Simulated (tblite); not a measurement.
CH15NSi5.
SMILES: `[SiH3]N([SiH3])C([SiH3])([SiH3])[SiH3]`

Computed values, GFN2-xTB/tblite, gas phase, harmonic and unscaled. This tight-binding method is rough: wavenumbers can miss measured ones by several per cent, in bad cases by 10 to 20. Modes of hydrogen on silicon can be 10 to 20 % off.

Harmonic wavenumbers (cm⁻¹): 40.7, 114.4, 122.0, 144.3, 147.0, 163.8, 184.3, 188.4, 198.8, 208.3, 242.1, 262.8, 265.7, 289.6, 412.6, 495.1, 497.7, 503.2, 515.1, 522.1, 536.5, 549.8, 572.7, 578.6, 620.0, 731.1, 762.5, 766.2, 774.4, 775.0, 778.0, 780.8, 788.9, 794.7, 796.2, 807.8, 812.8, 815.3, 816.3, 826.9, 840.2, 841.0, 865.3, 1013.7, 1071.6, 2199.8, 2204.4, 2209.0, 2217.8, 2224.1, 2226.7, 2233.2, 2241.4, 2244.7, 2251.0, 2258.5, 2259.3, 2261.7, 2287.4, 2310.4.

A = 1056, B = 907.2, C = 727.7 MHz; mass 181.005 u (most abundant isotopes); point group Cs, symmetry number 1.

Q: Zero-point energy?

A: Half the sum of the wavenumbers: 29232 cm⁻¹ = 349.69 kJ/mol.

Q: What is S at 273.15 K and 1 bar for an ideal gas of classical rigid rotors and harmonic oscillators?

A: Translation 171.87, rotation 126.57, vibration 171.38: S = 469.8 J/(mol K).

Q: And Cp and H(273.15 K) − H(0)?

A: Cp = 233.08 J/(mol K), of which vibrations give 199.82 (their classical limit is 60 R = 498.9); H(273.15 K) − H(0) = 35.63 kJ/mol without the zero-point energy, 26.55 from vibrations.

Q: How do the functions run with temperature in this model?

A: 
```
T (K)  S (J/(mol K))  Cp (J/(mol K))  H − H(0) (kJ/mol)  G − H(0) (kJ/mol)  ln q(vib)
  100          309.9           104.0               6.20             -24.78       1.93
  200          405.5           180.8              20.44             -60.66       5.83
  300          492.5           249.8              42.12            -105.62      10.07
  500          642.7           336.9             101.70            -219.67      18.53
  800          818.4           409.5             214.69            -440.06      29.97
 1000          913.3           440.0             299.82            -613.47      36.70
```

q(vib) and H(0) count from the zero-point level.

Q: Blend soft modes into free rotors: weight 1/[1 + (100 cm⁻¹/ν̃)⁴] for the oscillator and the rest for a rotor with moment μB/(μ + B), μ = h/(8π²ν), B = 10⁻⁴⁴ kg m². What vibrational entropy results?

A: 164.64 J/(mol K) in place of 171.38, which changes −T·S at 273.15 K by +1.84 kJ/mol.

Q: Which modes carry the vibrational entropy at 273.15 K?

A: 40.7 cm⁻¹: 21.13; 114.4 cm⁻¹: 12.65; 122.0 cm⁻¹: 12.13; 144.3 cm⁻¹: 10.79; 147.0 cm⁻¹: 10.65; 163.8 cm⁻¹: 9.79 J/(mol K); the other 54 give 94.23 together.

Hindered rotation and anharmonicity are outside this model.

Shape of the structure used: `[SiH3:1][N:2]([SiH3:3])[C:4]([SiH3:5])([SiH3:6])[SiH3:7]`: Si1–N2–C4–Si5 33°.
